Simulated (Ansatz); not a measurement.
Consider the redistribution: `C=C[SiH2]S[SiH](Cl)Cl` + `F[Si](F)(Cl)[GeH3]` → `F[Si](F)(Cl)[SiH](Cl)Cl` + `C=C[SiH2][S][GeH3]`.

Isolated molecules relaxed with PBE0-D4/def2-TZVP in Ansatz; ΔE leaves out vibrations. CCSD(T)/CBS is the MP2 limit (def2-TZVPP, def2-QZVPP) plus CCSD(T) − MP2 in def2-TZVPP, frozen cores. This one scheme is used for every species. Functionals use def2-TZVPP. For Ge outer-core shells are correlated without core-valence functions, which leaves a few kJ/mol of doubt a bond. Scalar relativity is left out up to krypton. Each species was taken in one conformer, which may not be the lowest.

| level | ΔE (kJ/mol) |
| --- | --- |
| PBE-D4 | 44.2 |
| ωB97M-V | 49.6 |
| HF/CBS(def2) | 34.9 |
| CCSD/CBS(def2) | 45.3 |

Question: What does CCSD(T)/CBS give? (Estimate.)

Answer: Ansatz gave: +46.4 kJ/mol. The listed levels differ from it by -2.2, 3.2, -11.5, -1.1 kJ/mol.

Largest T1 diagnostic among the species: 0.012.

In def2-TZVPP, CCSD(T) changes the Hartree–Fock value by +9.2 kJ/mol (the triples alone add +1.2 kJ/mol) and MP2 by +14.3 kJ/mol.
